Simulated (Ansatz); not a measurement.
`[O]=[Ta]([Cl])([Cl])[Cl]`. Charge 0, multiplicity 1. Correlated methods include outer-core shells of Ta, which these sets cover unevenly. Ta: def2 effective core potential.

Z-matrix (Å, degrees):
```
Ta
O 1 1.701
Cl 1 2.281 2 107.5
Cl 1 2.281 2 107.5 3 120.0
Cl 1 2.281 2 107.5 3 -120.0
```

**Question.** Give the diagnostics of a CCSD(T)/def2-TZVPP run (frozen core, Ansatz). (Best estimate.)

**Answer.** The calculation gave: T1 = 0.0192, largest single amplitude 0.046, largest double 0.034, (T) share of the correlation energy 5.1 %, 12 CCSD cycles. The RHF solution is stable towards an unrestricted one. T1 lies under the customary mark of 0.02 for closed shells.
